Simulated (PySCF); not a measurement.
C4H6OS, SMILES C1([C@H](CC1)S)=O.

Coordinates come from a PBE-D3(BJ)/def2-SVP optimisation. The structure was generated by enumeration; whether it is a known compound was not checked. The values are those of a single conformer.

These are PBE-D3(BJ)/def2-SVP in PySCF values and carry that method's errors.

Frequencies are harmonic and unscaled.

Computed normal modes with their intensities:
```
mode  ν (cm⁻¹)  IR (km/mol)  Raman (Å⁴/amu)  depolarisation  moving atoms (share of kinetic energy)
----  --------  -----------  --------------  --------------  --------------------------------------
1           85          5.7             2.8            0.74                  H 48 %, C 27 %, O 22 %
2          137          6.2             2.8            0.70          H 46 %, C 24 %, S 15 %, O 15 %
3          202         10.2             4.1            0.71           H 45 %, S 24 %, O 22 %, C 8 %
4          290          1.5             3.0            0.54                  C 54 %, H 24 %, S 17 %
5          399          0.6             3.6            0.43          C 35 %, H 30 %, S 18 %, O 17 %
6          526          1.3             2.6            0.58                  C 55 %, H 24 %, O 18 %
7          571          4.8             6.2            0.36                  C 48 %, H 27 %, S 23 %
8          683          4.7             8.4            0.14                  C 42 %, H 35 %, O 21 %
9          731          0.6             3.2            0.18                  H 59 %, C 29 %, O 12 %
10         837          5.8             0.9            0.55                          H 66 %, C 30 %
11         878          0.9             5.2            0.52                          H 66 %, C 33 %
12         907         16.0             6.4            0.58                          C 71 %, H 28 %
13         956          4.7             2.9            0.24                          H 56 %, C 41 %
14        1004         10.7             9.1            0.17                          C 69 %, H 30 %
15        1016         18.7             2.5            0.47                          C 59 %, H 39 %
16        1038         49.0             2.7            0.68                          C 65 %, H 34 %
17        1133          2.9             6.9            0.69                          H 70 %, C 29 %
18        1156         11.3             3.3            0.71                          H 66 %, C 33 %
19        1171          7.2             8.0            0.74                          H 79 %, C 20 %
20        1190          5.8             6.9            0.75                          H 75 %, C 25 %
21        1216          5.5             6.2            0.72                          H 60 %, C 40 %
22        1359         10.6            21.8            0.65                           H 91 %, C 9 %
23        1414          3.2             9.5            0.72                          H 90 %, C 10 %
24        1855        241.7            13.0            0.68                          C 64 %, O 36 %
25        2597          3.9           103.5            0.22                                  H 97 %
26        2999          2.4            78.5            0.24                                  H 94 %
27        3004          4.4           162.3            0.14                                  H 93 %
28        3022         12.5            98.7            0.10                                  H 95 %
29        3066          2.0           103.7            0.60                          H 90 %, C 10 %
30        3092          8.3            72.0            0.67                          H 90 %, C 10 %
```
